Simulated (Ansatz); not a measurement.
Ge₂₄PH₃₄, relaxed as a doublet with UKS PBE-D4/def2-SVP in Ansatz, starting from a model built from a lattice or polyhedron. Force threshold 0.03 eV/Å.

Single mean-field runs in def2-SVP are fitted with def2-universal-jkfit.

Start:

```xyz
59

Ge    2.426    1.017   -1.555
Ge    0.744   -3.475   -4.561
Ge    0.587    4.145    0.124
Ge   -1.089   -0.370   -2.851
Ge    2.985    1.807    2.324
Ge    1.297   -2.708   -0.644
Ge    1.141    4.924    4.010
Ge   -2.412    3.535    2.717
Ge    0.026    1.207    4.889
Ge   -4.075   -0.963   -0.264
Ge   -1.675   -3.327    1.969
Ge   -2.244   -4.108   -1.926
Ge    1.692    3.313   -1.919
Ge    4.072    0.974    0.292
Ge    2.222    4.092    1.976
Ge   -0.012   -1.180   -4.889
Ge    2.354   -3.535   -2.691
P     0.519   -0.392   -1.012
Ge   -1.147   -4.934   -3.988
Ge   -1.298    2.713    0.685
Ge   -2.999   -1.776   -2.291
Ge    1.067    0.384    2.871
Ge   -0.620   -4.113   -0.086
Ge   -0.794    3.499    4.578
Ge   -2.470   -1.005    1.576
H     3.115    0.517   -2.802
H     1.425   -4.005   -5.817
H     0.146    5.574   -0.075
H    -1.572    1.069   -3.053
H     3.971    1.764    3.471
H     2.292   -2.741    0.502
H     0.653    6.379    3.817
H     2.142    4.908    5.174
H    -2.863    4.949    2.505
H    -3.591    2.643    3.058
H     1.012    1.175    6.084
H    -1.192    0.301    5.293
H    -4.551    0.449   -0.481
H    -5.256   -1.842    0.091
H    -0.678   -3.356    3.084
H    -2.846   -4.185    2.319
H    -3.448   -4.954   -1.587
H     2.853    4.226   -2.260
H     0.672    3.343   -3.065
H     5.236    1.865   -0.058
H     4.540   -0.437    0.502
H     3.416    4.989    1.643
H     1.172   -0.310   -5.217
H    -1.008   -1.159   -6.030
H     3.557   -2.633   -3.024
H     2.859   -4.954   -2.460
H    -2.157   -4.896   -5.159
H    -0.669   -6.302   -3.770
H    -2.329    2.751   -0.457
H    -4.005   -1.762   -3.457
H     1.514   -1.056    3.108
H    -0.135   -5.556    0.108
H    -1.443    4.000    5.839
H    -3.131   -0.477    2.839
```

Task: Estimate the energy that the relaxation releases and the steps that it takes.

Result: 3.05 eV, in 12 steps; 2.2 min on 11 threads of AMD EPYC 7R13 on a shared host and a whole NVIDIA H100 80GB HBM3. No frequencies were taken in this run, so the end may be a saddle point.

Task: Does the start keep its bonding?

Result: Bonds formed: Ge20–Ge25, Ge22–Ge25 (atoms count from 1).

Task: Predict the relaxed structure.

Result: 
Cartesian coordinates in Å:
```
Ge 2.417 0.850 -1.736
Ge 0.822 -3.442 -4.541
Ge 0.339 3.669 0.044
Ge -0.842 -0.284 -2.841
Ge 2.626 1.406 2.145
Ge 1.406 -2.486 -0.749
Ge 0.948 4.614 3.914
Ge -2.574 3.387 2.642
Ge -0.113 0.951 4.903
Ge -3.581 -0.617 0.016
Ge -1.494 -2.682 1.964
Ge -2.124 -3.855 -1.802
Ge 1.542 3.113 -2.017
Ge 3.933 0.755 0.177
Ge 1.963 3.740 1.867
Ge 0.147 -1.125 -4.918
Ge 2.480 -3.408 -2.747
P 0.541 -0.311 -0.943
Ge -1.122 -4.762 -3.846
Ge -1.582 2.266 0.685
Ge -2.822 -1.530 -2.129
Ge 0.667 0.040 2.750
Ge -0.498 -3.811 0.029
Ge -0.975 3.213 4.496
Ge -1.665 -0.128 1.660
H 3.005 0.231 -3.043
H 1.431 -4.056 -5.840
H -0.299 5.087 -0.144
H -1.202 1.229 -2.989
H 3.553 1.270 3.400
H 2.448 -2.343 0.405
H 0.509 6.090 3.678
H 2.007 4.604 5.057
H -2.832 4.903 2.372
H -3.932 2.729 3.024
H 1.049 1.060 5.939
H -1.220 0.043 5.515
H -4.445 0.664 -0.196
H -4.487 -1.681 0.712
H -0.715 -3.021 3.271
H -2.956 -3.199 2.142
H -3.356 -4.721 -1.392
H 2.713 4.125 -2.193
H 0.635 3.206 -3.277
H 5.092 1.779 -0.005
H 4.562 -0.660 0.322
H 3.201 4.583 1.429
H 1.373 -0.256 -5.324
H -0.910 -1.028 -6.058
H 3.706 -2.539 -3.152
H 2.992 -4.845 -2.429
H -2.179 -4.760 -4.991
H -0.684 -6.238 -3.608
H -2.576 2.325 -0.524
H -3.942 -1.435 -3.212
H 1.207 -1.416 2.953
H -0.032 -5.257 0.390
H -1.619 3.773 5.804
H -2.535 0.189 2.940
```
Bond lengths: 30 × Ge–Ge 2.44 to 2.59 Å; 3 × Ge–P 2.34 to 2.35 Å; 34 × Ge–H 1.56 to 1.58 Å.
